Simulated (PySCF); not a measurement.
Ionisation energy of Sc¹⁹⁺ by level of theory

Sc¹⁹⁺ 1s2 → Sc²⁰⁺ 1s1 [1s1/2^1, M_J = 1/2], as a difference of total energies. Computed with PySCF 2.14 in an uncontracted even-tempered set (15 s from 19 bohr⁻², ratio 2.4; 9 p from 24 bohr⁻², ratio 2.4; 3 d from 77 bohr⁻², ratio 2.6; 3 f from 120 bohr⁻², ratio 2.6), with the two-component X2C-1e Hamiltonian. Correlated levels: nothing frozen; the 28 highest virtual spinors dropped. "Screened" scales the spin-orbit matrix elements by Boettger's factors to mimic the two-electron term; Breit and QED terms are absent.

```json
{"method": "GHF (screened spin-orbit)", "ionisation energy (eV)": "5676.9", "difference from reference (eV)": "+2.0"}
{"method": "GMP2 (screened spin-orbit)", "ionisation energy (eV)": "5678.2", "difference from reference (eV)": "+3.3"}
{"method": "GHF (bare spin-orbit)", "ionisation energy (eV)": "5676.9", "difference from reference (eV)": "+2.0"}
{"method": "GMP2 (bare spin-orbit)", "ionisation energy (eV)": "5678.2", "difference from reference (eV)": "+3.3"}
```

Reference: 5674.9 eV (theoretical estimate listed by NIST; NIST Atomic Spectra Database, ionization energies).
